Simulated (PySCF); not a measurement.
## Atomic charges against the basis set

Species: C₆H₇NO.
Cartesian coordinates in Å at the PBE0-D3(BJ)/def2-SVP level; atoms count from 1:
```
atom  x, y, z in Å
C1    -2.734    0.209    0.190
O2    -1.693   -0.700   -0.089
C3    -0.439   -0.238   -0.036
C4     0.594   -1.149   -0.325
C5     1.895   -0.683   -0.273
C6     2.134    0.656    0.059
C7     1.036    1.462    0.323
N8    -0.226    1.028    0.278
H9    -2.726    1.056   -0.514
H10   -3.668   -0.358    0.088
H11   -2.648    0.618    1.209
H12    0.346   -2.181   -0.578
H13    2.727   -1.358   -0.491
H14    3.147    1.059    0.110
H15    1.172    2.517    0.588
```

PBE0 throughout (PySCF), one geometry, spherical d and f functions. Isolated species at its PBE0-D3(BJ)/def2-SVP geometry (one conformer only). The first 7 of 13 kinds of atom are listed.

Mulliken charges (e):

```tsv
basis	functions	C1	O2	C3	C4	C5	C6	C7
STO-3G	47	-0.123	-0.179	+0.189	-0.105	-0.076	-0.105	+0.006
pcSseg-0	86	-0.296	-0.671	+0.583	-0.220	-0.203	-0.311	+0.110
6-31G	86	-0.229	-0.548	+0.424	-0.140	-0.162	-0.179	-0.007
6-31G*	126	-0.276	-0.489	+0.533	-0.234	-0.137	-0.207	+0.002
cc-pVDZ	147	+0.069	-0.285	+0.271	-0.060	+0.065	-0.091	+0.107
def2-SVP	147	+0.134	-0.332	+0.191	-0.059	+0.035	-0.081	+0.062
pcSseg-1	171	-0.021	-0.480	+0.473	-0.158	-0.017	-0.204	+0.147
aug-cc-pVDZ	247	+0.785	-0.667	+0.078	+1.360	+0.153	+1.254	+0.069
6-311+G(2d,p)	258	-0.241	-0.372	+0.438	-0.110	-0.109	-0.053	-0.104
def2-TZVP	290	-0.210	-0.229	+0.303	-0.195	-0.095	-0.117	-0.084
```

IAO charges (e):

```
        basis  functions      C1      O2      C3      C4      C5      C6      C7
       STO-3G         47  -0.256  -0.162  +0.176  -0.179  -0.123  -0.174  -0.054
     pcSseg-0         86  -0.222  -0.302  +0.287  -0.202  -0.121  -0.206  -0.020
        6-31G         86  -0.243  -0.307  +0.287  -0.199  -0.123  -0.202  -0.026
       6-31G*        126  -0.205  -0.324  +0.329  -0.206  -0.112  -0.204  -0.001
      cc-pVDZ        147  -0.205  -0.320  +0.329  -0.210  -0.115  -0.208  -0.002
     def2-SVP        147  -0.195  -0.318  +0.325  -0.206  -0.112  -0.204  -0.001
     pcSseg-1        171  -0.203  -0.326  +0.327  -0.208  -0.116  -0.210  -0.003
  aug-cc-pVDZ        247  -0.213  -0.332  +0.334  -0.211  -0.117  -0.212  -0.003
6-311+G(2d,p)        258  -0.214  -0.334  +0.335  -0.211  -0.117  -0.212  -0.002
    def2-TZVP        290  -0.212  -0.334  +0.338  -0.212  -0.116  -0.212  -0.001
```

Hirshfeld charges (e):

| basis | functions | C1 | O2 | C3 | C4 | C5 | C6 | C7 |
| --- | --- | --- | --- | --- | --- | --- | --- | --- |
| STO-3G | 47 | +0.051 | -0.093 | +0.129 | -0.052 | -0.015 | -0.049 | +0.036 |
| pcSseg-0 | 86 | -0.029 | -0.105 | +0.130 | -0.069 | -0.029 | -0.069 | +0.015 |
| 6-31G | 86 | -0.018 | -0.128 | +0.129 | -0.065 | -0.030 | -0.068 | +0.016 |
| 6-31G* | 126 | -0.020 | -0.115 | +0.131 | -0.067 | -0.029 | -0.069 | +0.017 |
| cc-pVDZ | 147 | -0.036 | -0.093 | +0.129 | -0.073 | -0.031 | -0.072 | +0.013 |
| def2-SVP | 147 | -0.038 | -0.100 | +0.134 | -0.073 | -0.031 | -0.072 | +0.015 |
| pcSseg-1 | 171 | -0.038 | -0.108 | +0.135 | -0.072 | -0.033 | -0.072 | +0.015 |
| aug-cc-pVDZ | 247 | -0.044 | -0.112 | +0.130 | -0.072 | -0.035 | -0.075 | +0.012 |
| 6-311+G(2d,p) | 258 | -0.035 | -0.115 | +0.127 | -0.071 | -0.034 | -0.074 | +0.012 |
| def2-TZVP | 290 | -0.041 | -0.110 | +0.130 | -0.072 | -0.034 | -0.074 | +0.012 |

ESP-fitted charges (e):

| basis | functions | C1 | O2 | C3 | C4 | C5 | C6 | C7 |
| --- | --- | --- | --- | --- | --- | --- | --- | --- |
| STO-3G | 47 | -0.250 | -0.319 | +0.949 | -0.669 | +0.309 | -0.480 | +0.367 |
| pcSseg-0 | 86 | -0.176 | -0.547 | +1.269 | -0.900 | +0.362 | -0.687 | +0.463 |
| 6-31G | 86 | -0.087 | -0.555 | +1.210 | -0.845 | +0.357 | -0.646 | +0.433 |
| 6-31G* | 126 | -0.177 | -0.402 | +0.988 | -0.738 | +0.289 | -0.577 | +0.355 |
| cc-pVDZ | 147 | -0.150 | -0.379 | +0.943 | -0.721 | +0.285 | -0.566 | +0.335 |
| def2-SVP | 147 | -0.120 | -0.424 | +1.025 | -0.765 | +0.318 | -0.595 | +0.380 |
| pcSseg-1 | 171 | -0.133 | -0.454 | +1.095 | -0.817 | +0.328 | -0.638 | +0.398 |
| aug-cc-pVDZ | 247 | -0.206 | -0.407 | +1.068 | -0.810 | +0.339 | -0.626 | +0.362 |
| 6-311+G(2d,p) | 258 | -0.226 | -0.404 | +1.051 | -0.800 | +0.323 | -0.621 | +0.349 |
| def2-TZVP | 290 | -0.210 | -0.398 | +1.047 | -0.796 | +0.327 | -0.617 | +0.357 |

**Question.** Which scheme is steadiest as the basis changes?

**Answer.** Largest range over the bases for any column: Hirshfeld 0.09 e, IAO 0.17 e, ESP-fitted 0.33 e, Mulliken 1.59 e. Hirshfeld charges move least and Mulliken charges most, counted in e. Without the minimal STO-3G basis the ranges are Hirshfeld 0.04, IAO 0.05, ESP-fitted 0.33, Mulliken 1.59 e.

**Question.** How much do the charges still move between the two largest bases, 6-311+G(2d,p) and def2-TZVP?

**Answer.** At most, over all atoms: Mulliken 0.143 e, IAO 0.003 e, Hirshfeld 0.005 e, ESP-fitted 0.016 e.

**Question.** What do the same runs give for the total energy, the frontier levels and the dipole moment?

**Answer.** 
| basis | energy (Eh) | HOMO (eV) | LUMO (eV) | μ (D) |
| --- | --- | --- | --- | --- |
| STO-3G | -357.8480 | -4.33 | 2.38 | 0.34 |
| pcSseg-0 | -361.5659 | -6.86 | -0.65 | 0.85 |
| 6-31G | -362.2877 | -6.58 | -0.35 | 0.93 |
| 6-31G* | -362.3959 | -6.47 | -0.28 | 0.63 |
| cc-pVDZ | -362.4264 | -6.56 | -0.44 | 0.49 |
| def2-SVP | -362.1398 | -6.68 | -0.55 | 0.58 |
| pcSseg-1 | -362.3584 | -6.76 | -0.67 | 0.60 |
| aug-cc-pVDZ | -362.4463 | -6.73 | -0.72 | 0.66 |
| 6-311+G(2d,p) | -362.5018 | -6.73 | -0.73 | 0.67 |
| def2-TZVP | -362.5332 | -6.72 | -0.67 | 0.64 |

The dipole is fixed by the density alone, so its range of 0.59 D shows that the density itself changes with the basis, not only its division among atoms.
